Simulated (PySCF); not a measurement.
## Dipole moment and polarisability of SiEt(OMe)3

Species: SiEt(OMe)3, C₅H₁₄O₃Si.
Geometry (PBE0-D3(BJ)/def2-SVP, Å), atoms numbered from 1 in this order:
```
atom  x, y, z in Å
Si1    0.0075   -0.0096   -0.0770
C2    -0.0296   -0.2416    1.7660
C3     0.3183    1.0287    2.5397
H4     0.6666   -1.0580    2.0269
H5    -1.0350   -0.6078    2.0394
H6     0.2767    0.8717    3.6287
H7     1.3310    1.3763    2.2860
H8    -0.3763    1.8465    2.2924
O9     1.5258    0.5134   -0.4583
C10    1.9074    1.0055   -1.7151
H11    1.9009    0.2122   -2.4838
H12    2.9306    1.4047   -1.6433
H13    1.2380    1.8146   -2.0531
O14   -1.0495    1.1338   -0.6273
C15   -2.4161    0.9533   -0.8689
H16   -2.6182    0.0013   -1.3888
H17   -2.7792    1.7789   -1.5006
H18   -3.0008    0.9652    0.0693
O19   -0.4018   -1.3962   -0.8956
C20    0.2356   -2.6337   -0.7609
H21    1.3319   -2.5525   -0.8740
H22   -0.1356   -3.3148   -1.5423
H23    0.0291   -3.1023    0.2190
```

Level: B3LYP/def2-SVPD (PySCF), static field, nuclei fixed, core orbitals frozen in the response. The polarisability tensor in these axes (au):

```
x   95.64 -0.91 -1.09
y   -0.91 97.15  1.67
z   -1.09  1.67 98.76
```

Question: What are the eigenvalues, a third of the trace, and Δα (Δα² = ½Σ(αi − αj)² over the three pairs)?

Answer: Principal values 95.17, 96.14 and 100.23 au; mean 97.18 au = 14.40 Å³ = 16.02 × 10⁻⁴⁰ C²·m²/J; Δα = 4.66 au (5 % of the mean).

Question: What is the dipole moment, and where does it point?

Answer: (-0.34, -1.04, 0.08) D, 1.10 D in size, pointing from the negative to the positive side. Measured along this direction, the outermost atoms are H12 and H13 at the negative end and H22 at the positive end.

Question: Rayleigh depolarisation ratio (linearly polarised light, static tensor)?

Answer: ρ = 3Δα²/(45ᾱ² + 4Δα²) = 65.0/(424993 + 86.7) = 0.000153.

Question: Form Σ f/ω² (atomic units) for the 10 lowest TDDFT singlets, given as eV and f, and set it beside the mean polarisability, which is this sum over all singlets: 7.05, 0.0015; 7.18, 0.0004; 7.33, 0.0001; 7.61, 0.0006; 7.69, 0.0060; 7.74, 0.0033; 7.78, 0.0029; 7.82, 0.0124; 7.87, 0.0035; 7.90, 0.0085.

Answer: They add up to 0.48 au, 0.5 % of the 97.18 au; the largest single term is 0.15 au, from the state at 7.82 eV. Terms in order: 0.02, 0.01, 0.00, 0.01, 0.08, 0.04, 0.04, 0.15, 0.04, 0.10 au. Higher excitations give the rest. The strengths listed sum to 0.039.

Question: Find the Langevin capture rate constant for H3+ (3.023 u) meeting this molecule (150.071 u), k = 2.342 × 10⁻⁹ cm³/s × √(α in Å³ / reduced mass in u).

Answer: The reduced mass is 2.96 u, so k = 5.16 × 10⁻⁹ cm³/s. The formula leaves out the permanent dipole, which adds to the capture rate.

Question: Traceless (Buckingham) quadrupole moment about the centre of nuclear charge: eigenvalues?

Answer: -4.52, 1.37, 3.15 D·Å. The values depend on the origin, since the dipole doesn't vanish. The electronic extent ⟨r²⟩ about the same centre is 1591 bohr², a root-mean-square distance of 2.33 Å for the 82 electrons.

Question: In a dilute gas of rigid molecules at 400 K, how does the orientational term μ²/3kT compare with the electronic polarisability?

Answer: In Gaussian units μ²/3kT = 7.25 Å³ against 14.40 Å³, a ratio of 0.50; the Debye molar polarisation (4π/3)N_A(α + μ²/3kT) is 54.6 cm³/mol, leaving out the vibrational part.

Isolated species at its PBE0-D3(BJ)/def2-SVP geometry (one conformer only).
